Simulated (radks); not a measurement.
Values are calculated unless marked as measured or tabulated.
Question: Code: a radial shooting solver on a logarithmic mesh with Libxc functionals. Model: scalar-relativistic Kohn-Sham, r2SCAN, spin-polarised, spherical densities, finite nucleus; open shells are filled with parallel spins first (spin-orbit coupling, left out, can overturn this in heavy ions); meta-GGA in the generalised Kohn-Sham scheme; Fermi nuclear charge, rms radius of each element as measured or else 0.836 A^(1/3) + 0.57 fm. Each species is in its NIST ground configuration. Rank Si, Sn, Pb, Ge, C by mean radius of the outermost orbital (bohr), largest first.

Answer: Pb 3.28, Sn 3.17, Ge 2.81, Si 2.73, C 1.73.
